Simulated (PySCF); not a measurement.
**C₆ coefficients of unlike pairs at PBE0**

Calculated with PySCF 2.14 from the dipole response of each species, C₆(A,B) = (3/π) ∫ α_A(iu) α_B(iu) du, in atomic units, from isotropic polarisabilities. For ions this is the dispersion term alone; charge-induced terms of lower order in 1/R come first.

```tsv
species	configuration	basis	relativity	α (bohr³)	C₆ (like pair)
As(3+)	[Ar] 3d10 4s2 (1S)	x2c-QZVPPall with one added diffuse shell each of s, p, d, f type (12s9p6d5f1g)	spin-free X2C	6.989	22.10
Xe	[Xe] (1S)	aug-cc-pwCVTZ-DK3 with one added diffuse shell each of s, p, d, f type (11s10p8d5f1g)	spin-free X2C	27.83	296.6
Ag(2+)	[Kr] 4d9 (2D)	aug-cc-pVDZ-PP with ECP28MDF (5s5p4d2f)	core potential	5.563	28.18
Tl(3+)	[Xe] 4f14 5d10 (1S)	aug-cc-pVQZ-DK3 (10s9p7d4f2g)	spin-free X2C	5.077	27.16
```

Problem. Estimate C₆ for Ag(2+) with Xe.

Solution. The integral gives 84.08. The combination rule 2 C_A C_B / (C_A α_B/α_A + C_B α_A/α_B) gives 83.47 and the geometric mean 91.42.

No spin-orbit coupling is included.

The other pairs:

| pair | C₆ |
| --- | --- |
| Tl(3+), Ag(2+) | 27.64 |
| Tl(3+), As(3+) | 22.95 |
| Tl(3+), Xe | 81.08 |
| Xe, As(3+) | 80.56 |
| Ag(2+), As(3+) | 23.71 |
